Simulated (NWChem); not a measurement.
Molecule: WHF5; SMILES [F][WH]([F])([F])([F])[F]

All runs: NWChem. Medium grid unless said otherwise, to which SCAN and Minnesota functionals are sensitive. Geometry: optimised at PBE0/def2-SVP. Not confirmed as a minimum by frequencies. def2 effective core potentials on W; no spin-orbit coupling. Total energies of different functionals are on different scales.

```json
[
 {"level": "B3LYP/def2-SVP", "energy (Ha)": "-566.7243", "highest occupied level (eV)": "-9.47", "orbital gap (eV)": "4.53", "dipole (D)": "0.08"},
 {"level": "PBE/def2-SVP", "energy (Ha)": "-566.3024", "highest occupied level (eV)": "-7.99", "orbital gap (eV)": "2.70", "dipole (D)": "0.34"},
 {"level": "M06-L/def2-SVP", "energy (Ha)": "-566.6894", "highest occupied level (eV)": "-8.59", "orbital gap (eV)": "3.12", "dipole (D)": "0.14"},
 {"level": "M05-2X/def2-SVP", "energy (Ha)": "-566.5315", "highest occupied level (eV)": "___", "orbital gap (eV)": "___", "dipole (D)": "___"},
 {"level": "N12/def2-SVP", "energy (Ha)": "-566.6655", "highest occupied level (eV)": "-8.07", "orbital gap (eV)": "2.62", "dipole (D)": "0.16"},
 {"level": "BLYP/def2-SVP", "energy (Ha)": "-566.6825", "highest occupied level (eV)": "-7.89", "orbital gap (eV)": "2.73", "dipole (D)": "0.35"},
 {"level": "LDA (Slater exchange, PW92)/def2-SVP", "energy (Ha)": "-563.4603", "highest occupied level (eV)": "-8.08", "orbital gap (eV)": "2.57", "dipole (D)": "0.29"}
]
```

Task: What belongs in the gaps?

Result: 
- M05-2X/def2-SVP, highest occupied level (eV): -11.43
- M05-2X/def2-SVP, orbital gap (eV): 7.62
- M05-2X/def2-SVP, dipole (D): 0.24
